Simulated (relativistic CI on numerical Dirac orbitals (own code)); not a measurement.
V5+: L2,3 absorption edge

Computed with this model: Dirac-Coulomb-Breit CI, orbitals from a KLI potential per configuration, QED by a radiative potential, valence Slater integrals scaled by 0.9, multiplet model of core-to-valence dipole absorption; configurations [Ne] 3s2 3p6 → [He] 2s2 2p5 3s2 3p6 3d; 10 K; Lorentzian 0.24 eV and Gaussian 0.3 eV FWHM. Energies are those of the free ion, without screening or charge transfer. The branching ratio is the share of the lower-energy edge in the whole absorption, uncertain by about 0.02 where the edges overlap. S is read from ⟨S²⟩ = S(S + 1).

Field parameters in Wybourne normalisation: Oh B⁴₀ = 21Dq, B⁴₄ = √(5/14) B⁴₀. The field is a parameter set, without covalency.

Computed curve for Oh, 10Dq = 20650 cm⁻¹, scaled to 100 at the maximum (points under 2 are left out and the grid is thinned):

| Energy (eV) | Intensity |
| --- | --- |
| 524.9 | 2.4 |
| 525.1 | 6.8 |
| 525.2 | 8.9 |
| 525.4 | 7.3 |
| 525.5 | 5.8 |
| 525.7 | 4.3 |
| 525.8 | 3.2 |
| 527.7 | 2.6 |
| 527.8 | 3.8 |
| 528.0 | 10.4 |
| 528.1 | 18.8 |
| 528.3 | 41.4 |
| 528.4 | 41.1 |
| 528.6 | 18.3 |
| 528.8 | 5.8 |
| 528.9 | 3.7 |
| 531.4 | 2.5 |
| 531.5 | 3.8 |
| 531.7 | 11.6 |
| 531.8 | 19.5 |
| 532.0 | 27.3 |
| 532.1 | 21.0 |
| 532.3 | 7.3 |
| 532.4 | 4.3 |
| 532.6 | 2.1 |
| 534.0 | 2.0 |
| 534.2 | 2.9 |
| 534.4 | 4.8 |
| 534.5 | 6.5 |
| 534.7 | 15.3 |
| 534.8 | 27.3 |
| 535.0 | 79.3 |
| 535.1 | 100.0 |
| 535.3 | 66.4 |
| 535.4 | 38.6 |
| 535.6 | 12.3 |
| 535.7 | 8.0 |
| 535.9 | 4.2 |
| 536.0 | 3.2 |
| 536.2 | 2.1 |

The ground state has S = 0.00, and the centroid lies at 532.35 eV.
